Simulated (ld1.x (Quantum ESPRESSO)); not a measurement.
phosphorus (P): one change to a TM potential, before and after

phosphorus, norm-conserving Troullier–Martins (Kleinman–Bylander form), made with ld1.x (Quantum ESPRESSO) 7.5 (LDA (PZ), non-relativistic). Core [Ne], reference 3s2 3p3. Waves: 3s (bound): rc 1.50 bohr; 3p (bound): rc 1.75 bohr. Local part: all-electron potential smoothed inside 1.55 bohr (lloc = -1). Core correction: none.

Change: all radii scaled by about 0.86 (s 1.28, p 1.50 bohr); local potential all-electron potential smoothed inside 1.32 bohr (lloc = -1).

Cutoffs: the cutoffs (Ry, on a coarse ladder) from which the occupation-weighted sum of valence levels, in a spherical-Bessel basis at the reference potential, stays within 10 and 1 mRy of its value at 400 Ry; they do not see the model core or the augmentation charge, which bear on the density cutoff. Errors are all-electron minus pseudo energies relative to the spin-unpolarised reference configuration.

Question: How do hardness, ghosts and transferability respond?

Answer: The potential gets harder (21 Ry and 50 Ry → 40 Ry and 90 Ry); of the 9 tests that both files solve, the error grows in 4 and shrinks in 0 by more than 15 % and 0.3 meV (median size 14.4 → 15.6 meV); neither file shows a bound ghost. A smaller radius makes the pseudo-wave follow the all-electron one further in, where it bends more sharply, so more plane waves are needed. That the errors move this way runs against the usual rule that smaller radii transfer better.

| quantity | base | changed |
| --- | --- | --- |
| cutoff, loose | 21 Ry | 40 Ry |
| cutoff, tight | 50 Ry | 90 Ry |
| loose cutoff by channel (10 mRy a level) | s 18 Ry, p 8 Ry | s 30 Ry, p 8 Ry |
| bound ghosts | none | none |
| error for 3s2 3p2, meV [ΔE 9.83 eV] | +5.6 | +6.6 |
| error for 3s2 3p1, meV [ΔE 29.09 eV] | +42 | +49 |
| error for 3s2 3p0, meV [ΔE 59.00 eV] | +165 | +187 |
| error for 3s1 3p4, meV [ΔE 8.41 eV] | +2.9 | +3.4 |
| error for 3s1 3p3, meV [ΔE 18.81 eV] | +14 | +16 |
| error for 3s2 3p2.5, meV [ΔE 3.83 eV] | +1.0 | +1.1 |
| error for 3s0 3p5, meV [ΔE 16.95 eV] | +12 | +15 |
| error for 3s2 3p3 (spin-polarised), meV [ΔE -1.51 eV] | +120 | +120 |
| error for 3s2 3p2 (spin-polarised), meV [ΔE 8.99 eV] | +86 | +87 |
